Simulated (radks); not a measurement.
The rhenium ion Re+, configuration [Xe] 4f13 5d5 6s2 (not the ground configuration).

Method: Dirac Kohn-Sham, PBE, spin-unpolarised, spherical densities, point nucleus; open shells fill j = l - 1/2 first; computed with a radial shooting solver on a logarithmic mesh with Libxc functionals.

Energy parts (hartree):
total: -16715.9838
kinetic: 18909.9574
electron-nucleus: -41773.9790
Hartree: 6479.9924
exchange-correlation: -331.9547

Orbitals (lengths in bohr, moments of r in powers of bohr; <r^-3> diverges for s and p1/2):
| orbital | occ. | eigenvalue (hartree) | <r^-3> | <r^4> |
|---|---|---|---|---|
| 1s1/2 | 2 | -2630.649 | - | 5.455e-07 |
| 2s1/2 | 2 | -456.4291 | - | 0.00008121 |
| 2p1/2 | 2 | -436.7026 | - | 0.00004882 |
| 2p3/2 | 4 | -383.7944 | 17100 | 0.00007197 |
| 3s1/2 | 2 | -106.3262 | - | 0.002991 |
| 3p1/2 | 2 | -97.53561 | - | 0.002635 |
| 3p3/2 | 4 | -86.04706 | 3890 | 0.003511 |
| 3d3/2 | 4 | -71.30880 | 673.8 | 0.002373 |
| 3d5/2 | 6 | -68.81630 | 570.3 | 0.002589 |
| 4s1/2 | 2 | -22.80975 | - | 0.06912 |
| 4p1/2 | 2 | -19.14205 | - | 0.07506 |
| 4p3/2 | 4 | -16.44600 | 914.6 | 0.09965 |
| 4d3/2 | 4 | -10.42877 | 140.0 | 0.1249 |
| 4d5/2 | 6 | -9.92832 | 116.0 | 0.1365 |
| 4f5/2 | 6 | -2.34157 | 22.32 | 0.3288 |
| 4f7/2 | 7 | -2.24568 | 21.29 | 0.3495 |
| 5s1/2 | 2 | -3.65987 | - | 2.000 |
| 5p1/2 | 2 | -2.52679 | - | 2.976 |
| 5p3/2 | 4 | -2.09855 | 142.9 | 4.181 |
| 5d3/2 | 4 | -0.61427 | 11.82 | 20.30 |
| 5d5/2 | 1 | -0.57335 | 9.488 | 23.48 |
| 6s1/2 | 2 | -0.51061 | - | 110.1 |

The highest occupied level is 6s1/2 at -13.894 eV. Summed over all electrons, <r^2> = 56.40 bohr^2, which gives a Langevin (diamagnetic) susceptibility term of -44.7 x 10^-6 cm^3/mol. The density falls to 0.001 e/bohr^3 at r = 4.30 bohr.

Run on one thread of a shared host, so times are rough (Arm Neoverse N1): 0.25 s of CPU time, 0.25 s wall, 15 iterations on 2648 mesh points.
